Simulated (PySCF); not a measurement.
C3H8Si2, SMILES C=C1C[SiH2][SiH2]1.

Coordinates come from a B3LYP-D3(BJ)/def2-SVP optimisation. The structure was generated by enumeration, and PubChem lists no compound with its InChIKey, so it may never have been made.

Two levels are set side by side: TDA-PBE/def2-SVPD (PySCF) and TDA-PBE0/def2-SVPD (PySCF). Vertical, same geometry. The lowest singlet is HOMO−1→LUMO 87 % with PBE and HOMO−1→LUMO 77 %, HOMO→LUMO 17 % with the other functional; states are paired by order. Differences are taken from unrounded values.

| quantity | TDA-PBE |
|---|---|
| lowest singlet excitation (eV) | 5.04 |
| lowest triplet excitation (TDA) (eV) | 3.90 |
| first bright state (f over 0.05) (eV) | 5.63 |
| its oscillator strength | 0.10 |

Question: These are the TDA-PBE values. What does TDA-PBE0 give? (An estimate is asked for; the answer gives what the named calculation found.)

Answer: 
| quantity | TDA-PBE0 | TDA-PBE minus TDA-PBE0 |
|---|---|---|
| lowest singlet excitation (eV) | 5.56 | -0.52 |
| lowest triplet excitation (TDA) (eV) | 3.86 | 0.05 |
| first bright state (f over 0.05) (eV) | 6.10 | -0.46 |
| its oscillator strength | 0.08 | 0.02 |

A lower first singlet is the usual sign of a functional without exact exchange. Differences between two approximate levels are no errors against the true value.

Rough cost on one machine, each run with all the roots and properties that it gave: TDA-PBE0 against TDA-PBE within a factor of 2.
